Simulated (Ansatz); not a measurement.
Geometry optimisation, Ansatz 0.2.0, RKS PBE0-D4/STO-3G.

The input (input.yaml):

```yaml
crystal:
  periodic: [false, false, false]
  atoms:
    - { symbol: Si, position_ang: [0.0, 0.0, 0.0] }
    - { symbol: "N", position_ang: [0.0, 0.0, 1.82] }
    - { symbol: C, position_ang: [-1.2162, -0.3762, 2.555] }
    - { symbol: H, position_ang: [-1.8642, -0.9999, 1.9045] }
    - { symbol: H, position_ang: [-0.9378, -0.9533, 3.4614] }
    - { symbol: H, position_ang: [-1.7663, 0.5401, 2.8549] }
    - { symbol: C, position_ang: [1.2162, 0.3762, 2.555] }
    - { symbol: H, position_ang: [1.4641, -0.4163, 3.2916] }
    - { symbol: H, position_ang: [2.0585, 0.4943, 1.8418] }
    - { symbol: H, position_ang: [1.0457, 1.3351, 3.0874] }
    - { symbol: "N", position_ang: [1.7163, 0.0, -0.6061] }
    - { symbol: H, position_ang: [2.2145, -0.918, -0.7868] }
    - { symbol: H, position_ang: [2.2175, 0.918, -0.7783] }
    - { symbol: H, position_ang: [-0.6877, 1.1914, -0.4862] }
    - { symbol: H, position_ang: [-0.6877, -1.1914, -0.4862] }
basis:
  gaussian: { orbitals: STO-3G }
hamiltonian:
  xc: pbe0
  dispersion: d4
relax:
  f_tol: 0.02
  max_steps: 40
```

Run as:

```bash
$ ansatz run input.yaml --threads 1 --pin off --max-ram 2048MiB --backend cpu --events-out ev --progress --plain --runs-dir out
```

**Question.** Where does it end, and by what steps?

**Answer.** It converged. Limits of this set-up: minimal basis. After 11 steps the energy has fallen by 0.664 eV; H14 moved furthest, 0.62 Å.

```csv
step,energy less start (eV),largest force component (eV/Å),accepted
0,0.0000,2.949,yes
1,-0.4224,1.262,yes
2,-0.4967,0.255,yes
3,-0.5205,0.333,yes
4,-0.5669,1.101,yes
5,-0.6114,0.680,yes
6,-0.6389,0.223,yes
7,-0.6571,0.356,yes
8,-0.6620,0.086,yes
9,-0.6636,0.034,yes
10,-0.6638,0.080,yes
11,-0.6640,0.020,yes
```

```xyz
15
Properties=species:S:1:pos:R:3
Si 0.040 0.118 0.034
N 0.227 -0.368 1.734
C -1.046 -0.581 2.467
H -1.699 -1.250 1.885
H -0.841 -1.062 3.439
H -1.611 0.351 2.676
C 1.134 0.498 2.529
H 1.343 0.028 3.504
H 2.093 0.615 1.999
H 0.732 1.513 2.731
N 1.523 -0.109 -0.882
H 1.910 -1.068 -0.733
H 2.276 0.533 -0.547
H -0.320 1.516 -0.100
H -0.991 -0.736 -0.507
```

Time of the run: 40 s on 1 thread of Arm Neoverse V1, on a shared host, peak memory 0.13 GiB.
